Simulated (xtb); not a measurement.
CdTe, SMILES [Cd]=[Te]. All values are semi-empirical tight-binding results from xtb (GFN2-xTB unless named), good for trends rather than for accurate numbers. Geometry optimised at GFN2-xTB.

For metal compounds this method's bond lengths and energies can be far off.

Computed properties:
point group as xtb finds it: C∞v
orbital gap: 2.49 eV
